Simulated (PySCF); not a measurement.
Working out the ionisation energy of Sc

Sc [Ar] 3d1 4s2 (2D) → Sc⁺ [Ar] 3d1 4s1 (3D). All numbers are calculated (PySCF 2.14, the spin-free X2C one-electron Hamiltonian (Gaussian nucleus), in aug-cc-pVDZ-DK). Frozen: [Ar]. Energies in hartree (1 hartree = 27.21139 eV):

| part | Sc (lower) | Sc⁺ (upper) |
| --- | --- | --- |
| UHF | -763.283460 | -763.085149 |
| MP2 opposite-spin | -0.024243 | 0.000000 |
| MP2 same-spin | -0.002509 | -0.002510 |

Q: What does Hartree-Fock give?

A: (-763.085149) − (-763.283460) = 0.198311 hartree = 5.396 eV.

Q: What do MP2 and SCS-MP2 (6/5 opposite-spin, 1/3 same-spin) give?

A: The opposite-spin parts differ by 0.660 eV and the same-spin parts by 0.000 eV. MP2: 5.396 + (0.660) + (0.000) = 6.056 eV. SCS-MP2: 5.396 + 1.2 × (0.660) + (0.000)/3 = 6.188 eV.

Measured between the centres of the two terms (NIST): 6.562 eV, so MP2 (valence) is off by -0.506 eV.

A double-zeta basis recovers only part of the correlation energy.

What remains against the reference includes basis incompleteness, the frozen core and correlation beyond second order.
